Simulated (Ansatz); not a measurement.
Reaction (ligand exchange at a Ge–C bond): `F[CH2][GeH2][Cl]` + `O[SiH2]F` → `F[SiH2][O][GeH2][Cl]` + fluoromethane

Computed with Ansatz on PBE0-D4/def2-TZVP structures; ΔE is electronic, products minus reactants. CCSD(T)/CBS is the MP2 limit (def2-TZVPP, def2-QZVPP) plus CCSD(T) − MP2 in def2-TZVPP, frozen cores. This one scheme is used for every species. DFT in def2-TZVPP. For Ge outer-core shells are correlated without core-valence functions, which leaves a few kJ/mol of doubt a bond. Scalar relativity is left out up to krypton. One conformer a species, not always the lowest.

```csv
species,PBE0 energy (Eh)
`F[CH2][GeH2][Cl]`,-2677.10031
`O[SiH2]F`,-466.26381
`F[SiH2][O][GeH2][Cl]`,-3003.73516
`CF`,-139.65488
```

Question: Work out ΔE.

Answer: ΔE = (-3003.73516) + (-139.65488) − (-2677.10031) − (-466.26381) = -0.02592 Eh = -68.1 kJ/mol. CCSD(T)/CBS gives -76.9 kJ/mol.

Largest T1 diagnostic among the species: 0.011.

From PBE to PBE0 (25 % exact exchange), in def2-TZVPP and without D4, ΔE moves by −5.6 kJ/mol. In def2-TZVPP, CCSD(T) changes the Hartree–Fock value by +17.2 kJ/mol (the triples alone add +1.2 kJ/mol) and MP2 by +15.6 kJ/mol.
